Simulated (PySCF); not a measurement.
H4F4Ga2N2, singlet (PBE0/def2-SVP optimised geometry):

```
12

Ga     1.423     0.000     0.000
Ga    -1.423     0.000     0.000
N      0.000     1.381     0.000
H      0.000     1.985    -0.824
H      0.000     1.987     0.822
F      2.295     0.000     1.519
F      2.295     0.003    -1.519
N      0.000    -1.380     0.001
H      0.000    -1.987    -0.821
H      0.000    -1.984     0.825
F     -2.296    -0.003     1.518
F     -2.294     0.001    -1.520
```

Level of theory: PySCF 2.14.0 with PBE0/def2-TZVP.

Question: What are the frontier orbital energies and the dipole moment?

Answer: HOMO-2 -10.83 eV, HOMO-1 -10.23 eV, HOMO -9.97 eV, LUMO -1.14 eV, LUMO+1 0.24 eV; dipole moment 0.00 D.

On the same geometry PBE/def2-TZVP run with PySCF gives HOMO-2 -8.77 eV, HOMO-1 -8.47 eV, HOMO -8.24 eV, LUMO -2.07 eV, LUMO+1 -0.59 eV; dipole moment 0.00 D.

Meta-Löwdin charges at PBE0/def2-TZVP: Ga1 1.12, Ga2 1.12, N3 -0.61, H4 0.27, H5 0.27, F6 -0.52, F7 -0.52, N8 -0.61, H9 0.27, H10 0.27, F11 -0.52, F12 -0.52.
